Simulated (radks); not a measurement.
The numbers below are computed, except where a source is named.
Excited configurations of Sc I: one electron is placed in a higher orbital outside [Ar] 3d1 4s1. The ground configuration is [Ar] 3d1 4s2. Level of theory: scalar-relativistic Kohn-Sham, LDA (Slater exchange, Perdew-Wang correlation), spin-polarised, spherical densities, point nucleus; open shells are filled with parallel spins first (a radial shooting solver on a logarithmic mesh with Libxc functionals). Excitation = E - E(ground); binding = E(ion) - E, where the ion is the core of charge +1; n* = 1/sqrt(2 binding) in atomic units, and the quantum defect is n - n*.

| outer orbital | excitation (eV) | binding (eV) | n* | quantum defect | eigenvalue (eV) |
|---|---|---|---|---|---|
| 4d | 4.904 | 1.745 | 2.792 | 1.208 | -0.789 |
| 4f | 5.701 | 0.948 | 3.789 | 0.211 | -0.459 |
| 5s | 4.211 | 2.438 | 2.362 | 2.638 | -1.478 |
| 5p | 4.839 | 1.810 | 2.741 | 2.259 | -1.068 |
| 5d | 5.586 | 1.063 | 3.578 | 1.422 | -0.611 |
| 6p | 5.612 | 1.037 | 3.622 | 2.378 | -0.654 |
| 6d | 5.950 | 0.699 | 4.413 | 1.587 | -0.440 |
| 6f | 6.175 | 0.474 | 5.355 | 0.645 | -0.299 |
| 7s | 5.843 | 0.807 | 4.107 | 2.893 | -0.531 |
| 7d | 6.156 | 0.493 | 5.255 | 1.745 | -0.325 |

The Delta-SCF ionisation energy is 6.649 eV (NIST Atomic Spectra Database: 6.561 eV, measured). Self-interaction in the functional shifts the binding energies and quantum defects, so they are the method's values and not measured ones. Open shells are spherical and high-spin; term and fine-structure splittings are not resolved.
